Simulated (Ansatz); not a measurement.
`[SiH3][SiH]1C=N1` and `F[SiH]1C=N1` differ in one atom or group.

Ansatz, PBE0-D4/def2-TZVP geometries, multiplicity 1. 

```json
{"property": "HOMO energy (B3LYP/def2-TZVPP) / eV", "`[SiH3][SiH]1C=N1`": "-6.46"}
{"property": "HOMO–LUMO gap (PBE0/def2-TZVPP) / eV", "`[SiH3][SiH]1C=N1`": "5.68"}
{"property": "HOMO–LUMO gap (ωB97M-V/def2-TZVPP) / eV", "`[SiH3][SiH]1C=N1`": "9.70"}
{"property": "size of the dipole moment (ωB97M-V/def2-TZVPP) / D", "`[SiH3][SiH]1C=N1`": "1.90"}
{"property": "HOMO–LUMO gap (PBE/def2-TZVPP) / eV", "`[SiH3][SiH]1C=N1`": "3.48"}
{"property": "LUMO energy (B3LYP/def2-TZVPP) / eV", "`[SiH3][SiH]1C=N1`": "-1.21"}
```

Q: What does the change do to each property? (An estimate is asked.)

A: Ansatz gave: 
```tsv
property	`F[SiH]1C=N1`	shift
HOMO energy (B3LYP/def2-TZVPP) / eV	-6.77	-0.31
HOMO–LUMO gap (PBE0/def2-TZVPP) / eV	5.83	0.15
HOMO–LUMO gap (ωB97M-V/def2-TZVPP) / eV	10.38	0.68
size of the dipole moment (ωB97M-V/def2-TZVPP) / D	2.01	0.11
HOMO–LUMO gap (PBE/def2-TZVPP) / eV	3.36	-0.12
LUMO energy (B3LYP/def2-TZVPP) / eV	-1.40	-0.19
```

With PBE0 the HOMO falls by 0.30 eV and the LUMO falls by 0.14 eV, so the gap widens by about 0.16 eV. PBE moves the HOMO by -0.14 eV and ωB97M-V by -0.39 eV. The zero-point energy changes by -56.9 kJ/mol with -9 modes. Dipoles are sizes alone; their direction can turn.

B3LYP here is the variant with VWN-RPA as its local correlation; programs differ in this.
